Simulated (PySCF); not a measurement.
Sn(vinyl)(NCO)3, C₅H₃N₃O₃Sn.
Geometry (PBE0-D3(BJ)/def2-SVP, Å), atoms numbered from 1 in this order:
```
atom  x, y, z in Å
Sn1   -0.3020    0.0517    0.0972
C2    -0.3172   -0.1955    2.1761
C3     0.8349   -0.4136    2.8127
H4    -1.2704   -0.1290    2.7096
H5     1.7914   -0.4783    2.2827
H6     0.8655   -0.5359    3.9012
N7     1.6084   -0.1578   -0.5038
C8     2.3781   -0.1227   -1.4335
O9     3.1717   -0.1059   -2.2880
N10   -0.9479    1.8589   -0.4851
C11   -1.3015    2.5958   -1.3718
O12   -1.6537    3.3546   -2.1849
N13   -1.4192   -1.2640   -0.9254
C14   -1.6165   -1.9334   -1.9079
O15   -1.8543   -2.6010   -2.8349
```

The calculation used PySCF, PBE0-D3(BJ)/def2-SVP geometry optimisation, gas phase, def2 core potentials past Kr.

Masses are those of the commonest isotopes; rigid-rotor values at the optimised geometry. The values belong to one conformer.

**Question.** Give the principal moments of inertia and the rotational constants in MHz.

**Answer.** Ia = 922.59, Ib = 992.01, Ic = 1058.79 u·Å²; 505379 MHz·u·Å²/I gives A = 547.8, B = 509.4, C = 477.3 MHz.

**Question.** Classify the top.

**Answer.** An asymmetric top; Ray's κ = -0.088.

**Question.** Is it planar, by Δ = Ic − Ia − Ib?

**Answer.** Not planar: Δ = Ic − Ia − Ib = -855.81 u·Å². For a rigid frame Δ = −2 Σ m c², so Σ m c² = 427.91 u·Å² lies off the ab plane: 7.40 from hydrogen and 420.51 from heavier atoms. The atom farthest from that plane is 3.45 Å away.

**Question.** Which lines would a microwave search look for?

**Answer.** The dipole components are |μa| = 4.51 D, |μb| = 1.49 D, |μc| = 2.51 D. The squared components, which scale the intensities, stand as 1.00 : 0.11 : 0.31 (a : b : c). Some lines, for components of 0.1 D or more:

```csv
type,branch,"J(Ka,Kc)",MHz,lower level (cm⁻¹)
b,R,"1(1,1) ← 0(0,0)",1025,0.000
c,R,"1(1,0) ← 0(0,0)",1057,0.000
a,R,"2(1,1) ← 1(1,0)",2006,0.035
b,R,"2(2,1) ← 1(1,0)",2121,0.035
c,R,"2(2,1) ← 1(1,1)",2153,0.034
b,R,"2(2,0) ← 1(1,1)",2166,0.034
b,R,"3(0,3) ← 2(1,2)",2898,0.099
a,R,"3(0,3) ← 2(0,2)",2917,0.098
b,R,"3(1,3) ← 2(0,2)",2925,0.098
a,R,"3(1,2) ← 2(1,1)",2997,0.102
a,R,"3(2,1) ← 2(2,0)",3003,0.106
b,R,"3(2,2) ← 2(1,1)",3075,0.102
c,R,"3(1,2) ← 2(0,2)",3113,0.098
c,R,"3(2,2) ← 2(1,2)",3172,0.099
b,R,"3(3,1) ← 2(2,0)",3226,0.106
b,R,"3(2,1) ← 2(1,2)",3228,0.099
c,R,"3(3,0) ← 2(2,0)",3230,0.106
c,R,"3(3,1) ← 2(2,1)",3239,0.106
```

PBE0-D3(BJ)/def2-SVP frequencies: not computed here. No vibrational averaging or centrifugal distortion is included, and the geometry carries the error of its method. Quadrupole hyperfine structure (14N) is left out.
